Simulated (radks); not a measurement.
Excited configurations of the thallium ion Tl3+: one electron is placed in a higher orbital outside [Xe] 4f14 5d9. The ground configuration is [Xe] 4f14 5d10. Method: Dirac Kohn-Sham, PBE, spin-unpolarised, spherical densities, finite nucleus; open shells are shared between the two j in proportion to 2j + 1; Fermi nuclear charge, rms radius 5.4759 fm; computed with a radial shooting solver on a logarithmic mesh with Libxc functionals. Excitation = E - E(ground); binding = E(ion) - E, where the ion is the core of charge +4; n* = 4/sqrt(2 binding) in atomic units, and the quantum defect is n - n*. Eigenvalue and <r> are those of j = l + 1/2.

outer orbital,excitation (eV),binding (eV),n*,<r> (bohr)
5f,36.489,15.288,3.773,3.626
6s,10.099,41.679,2.285,2.142
6p,20.918,30.859,2.656,2.672
6d,32.653,19.125,3.374,3.729
6f,41.598,10.179,4.624,6.571
7s,32.254,19.524,3.339,4.323
7p,35.791,15.986,3.690,5.130
7d,40.291,11.487,4.353,6.636
7f,44.727,7.050,5.557,10.27

The Delta-SCF ionisation energy is 51.778 eV (NIST Atomic Spectra Database: 51.14 eV, measured). Self-interaction in the functional shifts the binding energies and quantum defects, so they are the method's values and not measured ones. Spin polarisation and multiplet splitting are left out, so open shells lie too high by an amount that depends on their filling. Sharing an open shell by 2j + 1 raises it above the true ground level by a part of the spin-orbit splitting, which enters the differences from NIST.

Beside tabulated values, note that spin-unpolarised runs miss the spin-polarisation part of the exchange energy of open shells.
